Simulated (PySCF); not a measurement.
Correlation energy of Bi (bismuth, neutral)

[Xe] 4f14 5d10 6s1 6p3 7s1, high-spin 6S determinant (an excited configuration). Calculation: PySCF 2.14, in aug-cc-pVTZ-PP with ECP60MDF (6s5p4d2f, 55 functions); a scalar-relativistic core potential. Frozen: 5s2 5p6 5d10; 5 electrons correlated.

| level | correlation energy (mhartree) |
| --- | --- |
| CCSD | -28.17 |
| (T) | -0.58 |
| CCSD(T) | -28.75 |

Diagnostics: T1 = 0.0086, D1 = 0.0252, largest double amplitude 0.024.

Is a single reference adequate?

Yes, within this model without spin-orbit coupling: T1 lies below 0.03 and no double amplitude reaches 0.07.

Spin-orbit coupling is strong in this species, so the high-spin LS determinant is a model state.
